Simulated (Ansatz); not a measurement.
Isolated molecules relaxed with PBE0-D4/def2-TZVP in Ansatz; ΔE leaves out vibrations. CCSD(T)/CBS adds triple-zeta CCSD(T) − MP2 to the extrapolated MP2 energy (def2 sets, frozen cores). This one scheme is used for every species. DFT in def2-TZVPP. B3LYP here is the variant with VWN-RPA as its local correlation; programs differ in this. One conformer a species, not always the lowest.

Reaction (substitution at a C–O bond): `C[SiH2]OC(F)(F)F` + `OBCl` → `FC(F)(F)OBCl` + `C[SiH2]O`

```tsv
level	ΔE (kJ/mol)
r2SCAN-D4	33.7
B3LYP-D4	34.7
ωB97M-V	33.7
B3LYP	32.5
HF/def2-TZVPP	29.7
CCSD(T)/def2-TZVPP	30.5
MP2/def2-QZVPP	31.7
HF/CBS(def2)	29.4
```

(1) What does CCSD(T)/CBS give? (Best estimate.)

Largest T1 diagnostic among the species: 0.012.

Answers

(1) Ansatz gave: +31.5 kJ/mol. The listed levels differ from it by 2.2, 3.2, 2.2, 1.0, -1.8, -1.0, 0.2, -2.1 kJ/mol.
